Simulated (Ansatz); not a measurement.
Species: SnCl2, charge 0, singlet. SnCl2 (SMILES [Cl][Sn][Cl]).
B3LYP-D3(BJ)/def2-TZVP minimum from Ansatz (a program for electronic structure):
```
Sn
Cl 1 2.3879
Cl 1 2.3879 2 98.82
```
Charge 0, spin multiplicity 1.

Total energies in def2-TZVPP, 18 correlated electrons, 19 frozen orbitals. Open shells are spin-unrestricted; no spin-orbit coupling. Correlated methods leave the cores frozen (noble-gas shells, and filled d and f shells in the p block). Past Kr the def2 sets carry scalar-relativistic core potentials. Spin-orbit terms, left out, reach several kcal/mol for Br and I, and more for heavier atoms.

```json
[
 {"method": "HF", "program": "Ansatz", "energy (Eh)": "-1132.49630", "minus CCSDT(Q) (mEh)": "514.45"},
 {"method": "MP2", "program": "Ansatz", "energy (Eh)": "-1132.94950", "minus CCSDT(Q) (mEh)": "61.25"},
 {"method": "CCSD", "program": "Ansatz", "energy (Eh)": "-1132.98645", "minus CCSDT(Q) (mEh)": "24.30"},
 {"method": "CCSD(T)", "program": "Ansatz", "energy (Eh)": "-1133.00835", "minus CCSDT(Q) (mEh)": "2.39"},
 {"method": "CCSDT(Q)", "program": "Ansatz", "energy (Eh)": "-1133.01075", "minus CCSDT(Q) (mEh)": "0.00"}
]
```

Rough core times of Ansatz's runs on a shared machine: CCSD(T) under 20 s, CCSDT(Q) 20 min.
